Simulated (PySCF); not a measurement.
**Working out the ionisation energy of Mn**

Mn [Ar] 3d5 4s2 (6S) → Mn+ [Ar] 3d5 4s1 (7S). Computed with PySCF 2.14 in aug-cc-pVDZ (7s6p4d2f, 59 functions), with the non-relativistic Hamiltonian (point nucleus). Frozen: [Ar]. Energies in hartree (1 hartree = 27.21139 eV):

```json
{"part": "UHF", "Mn (lower)": "-1149.867706", "Mn+ (upper)": "-1149.647939"}
{"part": "MP2 opposite-spin", "Mn (lower)": "-0.034672", "Mn+ (upper)": "0.000000"}
{"part": "MP2 same-spin", "Mn (lower)": "-0.068196", "Mn+ (upper)": "-0.068580"}
```

**Question.** What does Hartree-Fock give?

**Answer.** (-1149.647939) − (-1149.867706) = 0.219767 hartree = 5.980 eV.

**Question.** What do MP2 and SCS-MP2 (6/5 opposite-spin, 1/3 same-spin) give?

**Answer.** The opposite-spin parts differ by 0.943 eV and the same-spin parts by -0.010 eV. MP2: 5.980 + (0.943) + (-0.010) = 6.913 eV. SCS-MP2: 5.980 + 1.2 × (0.943) + (-0.010)/3 = 7.108 eV.

Measured between the centres of the two terms (NIST): 7.434 eV, so MP2 (valence) is off by -0.521 eV.

The calculation is non-relativistic.

A double-zeta basis recovers only part of the correlation energy.

What remains against the reference includes basis incompleteness, the frozen core and correlation beyond second order.
